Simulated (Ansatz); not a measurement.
The Ansatz (an electronic-structure program) input:
Ansatz 0.2 input:
```yaml
crystal:
  periodic: [false, false, false]
  atoms:
    - {symbol: Ge, position_ang: [-0.00000000, -0.00000000, -1.16521925]}
    - {symbol: Ge, position_ang: [0.00000000, 0.00000000, 1.16521925]}
basis:
  gaussian:
    orbitals: cc-pVDZ
hamiltonian:
  xc: {name: SVWN5}
magnetization: {spin_polarized: true, initial_magnetization: 2}
```

Problem. Give the total energy at the level SVWN5/cc-pVDZ in Ansatz.

Solution. -4147.5921 Eh

Problem. Predict the number of basis functions from SVWN5/cc-pVDZ.

Solution. 54

Problem. What <S^2> does SVWN5/cc-pVDZ give?

Solution. 2.001
